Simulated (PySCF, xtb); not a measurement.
CH₄BrInO₂, SMILES [OH][In]([O]C)[Br].

GFN2-xTB in xtb at its own geometry gives an orbital gap of 2.55 eV and a dipole moment of 3.38 D.

The structure is a stationary point at PBE0-D3(BJ)/def2-SVP. The structure was generated by enumeration; whether it is a known compound was not checked. The def2 effective core potentials stand for the cores of In; spin–orbit coupling is left out. The values are those of a single conformer.

Task: What does PBE/def2-TZVP run with PySCF give? (Estimate from the structure and the level; the computed values follow.)

Result: gap 3.19 eV (levels -6.44 and -3.25 eV), dipole 1.14 D.
